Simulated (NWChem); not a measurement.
# BF cation, doublet

Computed with NWChem. Spin-unrestricted. No stability test was run on the SCF state. Each level has its own optimisation; frequencies are unscaled.

| level | r B–F (Å) | highest harmonic frequency (cm⁻¹) | zero-point energy (kcal/mol) |
|---|---|---|---|
| LDA (Slater exchange, VWN5)/def2-SVP | 1.217 | [?] | 2.4 |
| BP86/def2-TZVP | 1.226 | 1635 | 2.3 |
| UHF/STO-3G | 1.219 | 1838 | 2.6 |
| PBE0-D3(BJ)/def2-TZVP | 1.212 | 1708 | 2.4 |

Q: What belongs in the gaps?

A: 
- LDA (Slater exchange, VWN5)/def2-SVP, highest harmonic frequency (cm⁻¹): 1688
